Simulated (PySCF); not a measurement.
A structure optimised at B3LYP-D3(BJ)/def2-SVP, used in a PySCF frequency run:

```xyz
12

C      1.1205     2.0019     0.0000
C      0.3096     1.0987     0.0000
C     -0.6471     0.0273     0.0000
C     -1.9738     0.2618     0.0000
O     -0.1937    -1.2579     0.0000
C      1.1988    -1.5034     0.0000
H      1.8309     2.8070     0.0000
H     -2.3511     1.2829     0.0000
H     -2.6746    -0.5749     0.0000
H      1.3165    -2.5953     0.0000
H      1.6900    -1.0870     0.8959
H      1.6900    -1.0870    -0.8959
```
Charge 0, spin multiplicity 1.

**Question.** Write its SMILES, formula and point group.

**Answer.** C#CC(=C)OC, C5H6O, Cs

**Question.** What are its rotational constants (standard atomic weights)?

**Answer.** 4.5644, 3.6865, 2.0663 GHz
